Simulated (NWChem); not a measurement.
Program: NWChem. System: 1,3-disilacyclobutane (C₂H₈Si₂), charge 0, spin multiplicity 1, at a geometry optimised with PBE0/def2-SVP. Level: EOM-CCSD/6-31+G* (spherical d), 12 core orbitals frozen.

Part of the output:

```
             Northwest Computational Chemistry Package (NWChem) 7.3.0
             --------------------------------------------------------

                                NWChem Input Module
                                -------------------

 Scaling coordinates for geometry "geometry" by  1.889725989
 (inverse scale =  0.529177249)

 Turning off AUTOSYM since
 SYMMETRY directive was detected!

                             Geometry "geometry" -> ""
                             -------------------------

 Output coordinates in angstroms (scale by  1.889725989 to convert to a.u.)

  No.       Tag          Charge          X              Y              Z
 ---- ---------------- ---------- -------------- -------------- --------------
    1 C                    6.0000     0.00000000     1.35886400    -0.15907300
    2 Si                  14.0000     1.31512400     0.00000000     0.07578100
    3 C                    6.0000     0.00000000    -1.35886400    -0.15907300
    4 Si                  14.0000    -1.31512400     0.00000000     0.07578100
    5 H                    1.0000     0.00000000     1.74548300    -1.19206900
    6 H                    1.0000     0.00000000     2.21486700     0.53034300
    7 H                    1.0000     2.44622800     0.00000000    -0.90536100
    8 H                    1.0000     1.88144500     0.00000000     1.46058500
    9 H                    1.0000     0.00000000    -1.74548300    -1.19206900
   10 H                    1.0000     0.00000000    -2.21486700     0.53034300
   11 H                    1.0000    -2.44622800     0.00000000    -0.90536100
   12 H                    1.0000    -1.88144500     0.00000000     1.46058500

 Effective nuclear repulsion energy (a.u.)     219.3290927937

            Nuclear Dipole moment (a.u.)
            ----------------------------
        X                 Y               Z
 ---------------- ---------------- ----------------
    -0.0000000000     0.0000000000    -0.0000226767

      Symmetry information
      --------------------

 Group name             C2v
 Group number             16
 Group order               4
 No. of unique centers     6

      Symmetry unique atoms

     1    2    5    6    7    8


 Summary of "ao basis" -> "" (spherical)
 ------------------------------------------------------------------------------
       Tag                 Description            Shells   Functions and Types
 ---------------- ------------------------------  ------  ---------------------
 *                          6-31+g*                   on all atoms

 Summary of "ao basis" -> "ao basis" (spherical)
 ------------------------------------------------------------------------------
       Tag                 Description            Shells   Functions and Types
 ---------------- ------------------------------  ------  ---------------------
 C                          6-31+g*                  8       18   4s3p1d
 Si                         6-31+g*                 10       22   5s4p1d
 H                          6-31+g*                  2        2   2s

                                 NWChem SCF Module
                                 -----------------

  ao basis        = "ao basis"
  functions       =    96
  atoms           =    12
  closed shells   =    24
  open shells     =     0
  charge          =   0.00
  wavefunction    = RHF
  use symmetry    = T
  symmetry adapt  = T

 Summary of "ao basis" -> "ao basis" (spherical)
 ------------------------------------------------------------------------------
       Tag                 Description            Shells   Functions and Types
 ---------------- ------------------------------  ------  ---------------------
 C                          6-31+g*                  8       18   4s3p1d
 Si                         6-31+g*                 10       22   5s4p1d
 H                          6-31+g*                  2        2   2s

      Symmetry analysis of basis
      --------------------------

        a1         37
        a2         11
        b1         25
        b2         23

 Forming initial guess at       0.1s

      Superposition of Atomic Density Guess
      -------------------------------------

 Sum of atomic energies:        -656.94840001
[...]
   0.0002600147609   0.2931205320620    7.97622     0.6     0.6

 Iteration  38 using   38 trial vectors
   0.0001755946526   0.2931220134873    7.97626     0.6     0.6

 Iteration  39 using   39 trial vectors
   0.0001157775576   0.2931217698472    7.97625     0.6     0.6

 Iteration  40 using   40 trial vectors
   0.0000705263916   0.2931216295320    7.97625     0.6     0.6

 Iteration  41 using   41 trial vectors
   0.0000420429502   0.2931219043117    7.97626     0.7     0.7

 Iteration  42 using   42 trial vectors
   0.0000283868922   0.2931216742647    7.97625     0.7     0.7

 Iteration  43 using   43 trial vectors
   0.0000185890670   0.2931217044041    7.97625     0.6     0.6

 Iteration  44 using   44 trial vectors
   0.0000101015752   0.2931217198992    7.97625     0.6     0.6

 Iteration  45 using   45 trial vectors
   0.0000053818275   0.2931216535620    7.97625     0.7     0.7
 --------------------------------------------------------------
 Iterations converged
 ------------------

 Excited state root  1
 Excitation energy / hartree =        0.293121653562013
                   / eV      =        7.976249420562925
 largest EOMCCSD amplitudes: R1 and R2

 Singles contributions
    25a1  (alpha) ---    22b2  (alpha)        0.8190660370
    28a1  (alpha) ---    22b2  (alpha)        0.1681975630
    30a1  (alpha) ---    22b2  (alpha)        0.1390445142
    32a1  (alpha) ---    22b2  (alpha)        0.1691568074
    42a1  (alpha) ---    22b2  (alpha)       -0.2682679845
    26b2  (alpha) ---    21a1  (alpha)        0.1272343073

 Doubles contributions

 No. of initial left vectors    1

 EOM-CCSD left-hand side iterations
 --------------------------------------------------------------
      Residuum       Omega / hartree  Omega / eV    Cpu    Wall
 --------------------------------------------------------------

 Iteration   1 using    1 trial vectors
   0.4434084571737   0.4013038495865   10.92004     1.3     1.3

 Iteration   2 using    2 trial vectors
   0.0879703305957   0.3149854637797    8.57119     1.1     1.1

 Iteration   3 using    3 trial vectors
   0.0455720575950   0.3095759402049    8.42399     1.1     1.1

 Iteration   4 using    4 trial vectors
   0.0400683986806   0.3064337400260    8.33849     1.2     1.2

 Iteration   5 using    5 trial vectors
   0.0330417376109   0.3029714764268    8.24428     1.1     1.1

 Iteration   6 using    6 trial vectors
   0.0221925995283   0.3020346785664    8.21879     1.1     1.1

 Iteration   7 using    7 trial vectors
   0.0264515902415   0.3006386757313    8.18080     1.2     1.2

 Iteration   8 using    8 trial vectors
   0.0204716702130   0.2995859949258    8.15215     1.3     1.3

 Iteration   9 using    9 trial vectors
   0.0132662294874   0.2996114611680    8.15285     1.4     1.4

 Iteration  10 using   10 trial vectors
   0.0095479059793   0.2991119355163    8.13925     1.4     1.4

 Iteration  11 using   11 trial vectors
   0.0066953573455   0.2990682269453    8.13806     1.4     1.4

 Iteration  12 using   12 trial vectors
   0.0047014931833   0.2990385056180    8.13726     1.3     1.3

 Iteration  13 using   13 trial vectors
   0.0038309804920   0.2989214040557    8.13407     1.6     1.6

 Iteration  14 using   14 trial vectors
   0.0042068924620   0.2989793781940    8.13565     1.3     1.3

 Iteration  15 using   15 trial vectors
   0.0064517247106   0.2989676608622    8.13533     1.4     1.4

 Iteration  16 using   16 trial vectors
   0.0107913706679   0.2987619455424    8.12973     1.5     1.5

 Iteration  17 using   17 trial vectors
   0.0199322317616   0.2985316760705    8.12346     1.6     1.6

 Iteration  18 using   18 trial vectors
   0.0397601193565   0.2964669898003    8.06728     1.5     1.5

 Iteration  19 using   19 trial vectors
   0.0325253875079   0.2948049793857    8.02206     1.5     1.5

 Iteration  20 using   20 trial vectors
   0.0190732201448   0.2937589768335    7.99359     1.7     1.7

 Iteration  21 using   21 trial vectors
   0.0097920410212   0.2933818542752    7.98333     1.7     1.7

 Iteration  22 using   22 trial vectors
   0.0062218636335   0.2933873276684    7.98348     1.5     1.5

 Iteration  23 using   23 trial vectors
   0.0048689538178   0.2932455257813    7.97962     1.6     1.6

 Iteration  24 using   24 trial vectors
   0.0040759690687   0.2932528296892    7.97982     1.6     1.6

 Iteration  25 using   25 trial vectors
   0.0037971322424   0.2932159444870    7.97882     1.5     1.5

 Iteration  26 using   26 trial vectors
   0.0039697048892   0.2931745060528    7.97769     1.6     1.6

 Iteration  27 using   27 trial vectors
   0.0039100076399   0.2932019539004    7.97843     1.6     1.6

 Iteration  28 using   28 trial vectors
   0.0036439832883   0.2931509777128    7.97705     1.6     1.6

 Iteration  29 using   29 trial vectors
   0.0030331599088   0.2931456044802    7.97690     1.7     1.7

 Iteration  30 using   30 trial vectors
   0.0021219484764   0.2931426475940    7.97682     1.6     1.6

 Iteration  31 using   31 trial vectors
   0.0015751788939   0.2931208359630    7.97623     1.7     1.7

 Iteration  32 using   32 trial vectors
   0.0014106635468   0.2931267781047    7.97639     1.6     1.6

 Iteration  33 using   33 trial vectors
   0.0010323024388   0.2931243135310    7.97632     2.0     2.0

 Iteration  34 using   34 trial vectors
   0.0007410878348   0.2931193388794    7.97619     1.9     1.9

 Iteration  35 using   35 trial vectors
   0.0005986636802   0.2931251318614    7.97634     2.1     2.1

 Iteration  36 using   36 trial vectors
   0.0004595378172   0.2931220793275    7.97626     2.1     2.1

 Iteration  37 using   37 trial vectors
   0.0003101360093   0.2931211107244    7.97623     2.2     2.2

 Iteration  38 using   38 trial vectors
   0.0002034112416   0.2931226999069    7.97628     2.2     2.2

 Iteration  39 using   39 trial vectors
   0.0001327574301   0.2931211009828    7.97623     2.2     2.2

 Iteration  40 using   40 trial vectors
   0.0000803078425   0.2931218431046    7.97625     2.4     2.4

 Iteration  41 using   41 trial vectors
   0.0000472707244   0.2931216958554    7.97625     2.1     2.1

 Iteration  42 using   42 trial vectors
   0.0000318097144   0.2931215214178    7.97625     1.8     1.8

 Iteration  43 using   43 trial vectors
   0.0000207809056   0.2931216798122    7.97625     1.9     1.9

 Iteration  44 using   44 trial vectors
   0.0000113343035   0.2931216212193    7.97625     2.1     2.1

 Iteration  45 using   45 trial vectors
   0.0000060911915   0.2931215931542    7.97625     1.9     1.9
 --------------------------------------------------------------
 Iterations converged

 Excited state root  1
 Excitation energy / hartree =        0.293121653562013
                   / eV      =        7.976249420562925

 EOM-CCSD transition moments / hartree
 --------------------------------------------
 X    0.0000000 Y    0.4475878 Z    0.0000000
 Oscillator Strength                0.0391483
 --------------------------------------------

 EOM-CCSD dipole moments / hartree & Debye
 ------------------------------------
   X         0.0000000      0.0000000
   Y        -0.0000000     -0.0000000
   Z        -1.2228440     -3.1081829
 Total       1.2228440      3.1081829
 ------------------------------------

 Singles contributions
    25a1  (alpha) ---    22b2  (alpha)        0.8190660370
    28a1  (alpha) ---    22b2  (alpha)        0.1681975630
    30a1  (alpha) ---    22b2  (alpha)        0.1390445142
    32a1  (alpha) ---    22b2  (alpha)        0.1691568074
    42a1  (alpha) ---    22b2  (alpha)       -0.2682679845
    26b2  (alpha) ---    21a1  (alpha)        0.1272343073

 Doubles contributions

 Task  times  cpu:      370.7s     wall:      370.7s

 Total times  cpu:      370.8s     wall:      370.8s
```

Question: Write an NWChem input that would produce this output.

Answer: This is not unique; one that fits is 
```
start mol
memory heap 100 mb stack 700 mb global 1900 mb
geometry units angstroms nocenter noautoz
  C      0.000000     1.358864    -0.159073
  Si     1.315124     0.000000     0.075781
  C      0.000000    -1.358864    -0.159073
  Si    -1.315124     0.000000     0.075781
  H      0.000000     1.745483    -1.192069
  H      0.000000     2.214867     0.530343
  H      2.446228     0.000000    -0.905361
  H      1.881445     0.000000     1.460585
  H      0.000000    -1.745483    -1.192069
  H      0.000000    -2.214867     0.530343
  H     -2.446228     0.000000    -0.905361
  H     -1.881445     0.000000     1.460585
  symmetry group C2v
end
basis spherical
  * library 6-31+g*
end
scf
  rhf
  nopen 0
  maxiter 100
  thresh 1e-7
  semidirect memsize 60000000 filesize 0
end
tce
  freeze core 12
  ccsd
  nroots 1
  2eorb
  2emet 13
  thresh 1e-5
  maxiter 200
  tilesize 24
  dipole
end
task tce energy
```
